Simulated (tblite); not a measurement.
C7H10N (doublet state).
Structure used (GFN2-xTB), in Å, numbered top down from 1:
```
atom  x, y, z in Å
C1     1.9146   -1.1430   -0.6515
C2     1.0737    0.0691   -0.4725
C3     1.4302    1.2957   -0.0601
C4     0.2692    2.1558   -0.0208
C5    -0.8045    1.4731   -0.4472
C6    -0.4111    0.0478   -0.7330
C7    -1.1499   -0.8276    0.2256
N8    -2.4712   -1.1531   -0.0723
H9     1.5090   -1.9676   -0.0638
H10    1.9221   -1.4545   -1.6967
H11    2.9379   -0.9527   -0.3376
H12    2.4229    1.6132    0.2077
H13    0.2935    3.1810    0.3051
H14   -1.8215    1.8116   -0.5136
H15   -0.6466   -0.2492   -1.7609
H16   -0.9368   -0.7047    1.2757
H17   -2.6328   -1.4007   -1.0395
H18   -2.9075   -1.7879    0.5790
```

Method: GFN2-xTB as coded in tblite; computed harmonic values from a numerical Hessian at the method's own geometry, unscaled. Errors from tens to a few hundred cm⁻¹ against measured bands are possible. One conformer, not necessarily the lowest. Open shells enter through the occupations alone, without spin polarisation, and single modes of such species can be off by tens of per cent.

Harmonic wavenumbers (cm⁻¹): 64.3, 115.3, 128.3, 162.4, 249.0, 281.6, 330.9, 406.5, 517.4, 544.7, 605.8, 635.3, 695.1, 764.9, 782.6, 835.6, 859.0, 894.1, 978.3, 992.8, 1016.4, 1028.6, 1055.0, 1095.0, 1115.4, 1156.5, 1197.7, 1210.5, 1237.5, 1273.6, 1327.5, 1361.3, 1397.1, 1474.3, 1482.2, 1502.1, 1551.8, 1658.9, 2900.0, 2981.0, 2997.6, 3041.1, 3083.3, 3111.8, 3122.3, 3141.2, 3399.3, 3471.8.

A = 3057, B = 1839, C = 1241 MHz; mass 108.081 u (most abundant isotopes); point group C1, symmetry number 1; spin multiplicity 2.

Question: What is the zero-point energy?

Answer: ½Σν̃ = 32617 cm⁻¹ = 93.26 kcal/mol.

Question: Give the ideal-gas entropy at 298.15 K and 1 bar in the rigid-rotor, harmonic-oscillator model (classical rotation).

Answer: Translation 39.98, rotation 28.22, vibration 22.59, spin (R ln 2) 1.38: S = 92.2 cal/(mol K).

Question: And Cp and H(298.15 K) − H(0)?

Answer: Cp = 34.49 cal/(mol K), of which vibrations give 26.55 (their classical limit is 48 R = 95.4); H(298.15 K) − H(0) = 6.11 kcal/mol without the zero-point energy, 3.74 from vibrations.

Question: Blend soft modes into free rotors: weight 1/[1 + (100 cm⁻¹/ν̃)⁴] for the oscillator and the rest for a rotor with moment μB/(μ + B), μ = h/(8π²ν), B = 10⁻⁴⁴ kg m². What vibrational entropy results?

Answer: 21.45 cal/(mol K) in place of 22.59, which changes −T·S at 298.15 K by +0.34 kcal/mol.

Question: How do the functions run with temperature in this model?

Answer: 
```tsv
T (K)	S (cal/(mol K))	Cp (cal/(mol K))	H − H(0) (kcal/mol)	G − H(0) (kcal/mol)	ln q(vib)
50	57.1	11.6	0.46	-2.40	0.24
100	66.6	16.3	1.16	-5.50	1.05
373.15	100.7	41.9	8.98	-28.60	6.66
500	114.5	52.7	15.01	-42.27	9.46
750	138.9	67.4	30.17	-74.03	14.97
1000	159.7	76.9	48.29	-111.43	20.22
```

q(vib) and H(0) count from the zero-point level.

Question: Which modes carry the vibrational entropy at 298.15 K?

Answer: 64.3 cm⁻¹: 4.32; 115.3 cm⁻¹: 3.18; 128.3 cm⁻¹: 2.97; 162.4 cm⁻¹: 2.52; 249.0 cm⁻¹: 1.74; 281.6 cm⁻¹: 1.52 cal/(mol K); the other 42 give 6.34 together.

Hindered rotation and anharmonicity are outside this model. Other conformers, if any are populated, would add a mixing term that is left out. The structure is chiral; the term R ln 2 for an equal mix with its mirror image is left out.
